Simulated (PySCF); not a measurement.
A calculated (LDA, PySCF 2.14, aug-cc-pVQZ-X2C, the spin-free X2C one-electron Hamiltonian (Gaussian nucleus)) atom or ion has these occupied shells.

```tsv
shell	electrons	orbital energy (eV)	rms radius, mean of both spins (bohr)
1s	2	-35685.1	0.0299
2s	2	-5603.6	0.121
2p	6	-5035.4	0.108
3s	2	-1169.2	0.319
3p	6	-985.75	0.320
3d	10	-713.06	0.297
4s	2	-224.92	0.739
4p	6	-166.00	0.789
4d	10	-79.701	0.903
5s	2	-32.219	1.84
5p	6	-18.903	2.22
```

Problem. Name the element and its charge.

Solution. Cs⁺ (caesium, charge +1), in [Xe], closed-shell 1S.
